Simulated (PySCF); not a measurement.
# Calculated properties of `COCCC(=O)OC` (methyl 3-methoxypropionate)

Species: methyl 3-methoxypropionate, C5H10O3.
Atom-mapped SMILES: `[CH3:1][O:2][CH2:3][CH2:4][C:5](=[O:6])[O:7][CH3:8]` (hydrogens: H9, H10, H11 on C1; H12, H13 on C3; H14, H15 on C4; H16, H17, H18 on C8)

Among its groups: ester and ether.

From GFN2-xTB geometry:

```
Point group of the GFN2-xTB geometry                  : Cs
Rotational constants A, B, C of the GFN2-xTB geometry : 8.192, 0.773, 0.719 GHz
```

PBE0/def2-SVPD ground state and vertical TDDFT (core frozen in the response) (PySCF):

```
Dipole moment                                                     : 0.71 D
HOMO energy                                                       : -7.54 eV
LUMO energy                                                       : 0.19 eV
HOMO–LUMO gap                                                     : 7.73 eV
Lowest singlet excitation                                         : 6.02 eV (206 nm, f = 0.001)
Strongest line among the 6 lowest singlet transitions             : S3 at 7.02 eV (177 nm, f = 0.018)
Lowest triplet excitation (Tamm–Dancoff)                          : 5.46 eV
Static isotropic polarisability                                   : 74.3 au
Electronic spatial extent ⟨r²⟩ about the centre of nuclear charge : 1567 bohr²
```

From PBE0/pcSseg-1 ground state and GIAO shieldings, non-relativistic (PySCF):

```
Lowest Hirshfeld atomic charge                              : -0.25 e on O6
Highest Hirshfeld atomic charge                             : +0.22 e on C5
13C chemical shifts (computed TMS as zero) by class         : 178.8 (C5), 72.9 (C3), 61.6 (C1), 53.6 (C8), 37.5 (C4) ppm
1H chemical shifts (computed TMS as zero) by class          : 3.85 (H16/H17/H18), 3.61 (H12/H13), 3.56 (H9/H10/H11), 2.68 (H14/H15) ppm
Isotropic shieldings of nuclei other than C and H, by class : -103 (O6), 146 (O7), 314 (O2) ppm
Mayer bond orders between heavy atoms                       : C1–O2 0.94, O2–C3 0.92, C3–C4 1.04, C4–C5 0.96, C5–O6 1.94, C5–O7 1.10, O7–C8 0.87
```

Monoisotopic mass from the formula: 118.0630 u.

The 6 singlets span 6.02 to 8.04 eV, and their oscillator strengths add up to 0.05. The vertical singlet–triplet gap S1 − T1 is 0.56 eV (TDDFT singlet less Tamm–Dancoff triplet; S1: HOMO−1→LUMO, weight 0.98; T1: HOMO−1→LUMO, weight 0.97). The principal polarisabilities are 59.0, 68.9 and 94.8 au; their mean is the isotropic value. The largest Löwdin shares of the HOMO are 0.59 on O2, 0.10 on C3 and 0.10 on C1. A dipole of 0.71 D is allowed in Cs, and pure rotational transitions are dipole-allowed. In atomic units the dipole is 0.28 e·bohr (1 au = 2.5417 D).

Isolated species at its GFN2-xTB geometry (one conformer only). NMR classes are plain means over equivalent atoms (diastereotopic ones count apart unless rotation or inversion swaps them), as if these changed places fast; in this geometry the members of some classes differ.

Shape of the structure used: `[CH3:1][O:2][CH2:3][CH2:4][C:5](=[O:6])[O:7][CH3:8]`: C1–O2–C3–C4 180°, O2–C3–C4–C5 180°, C3–C4–C5–O6 0°, C4–C5–O7–C8 180°.
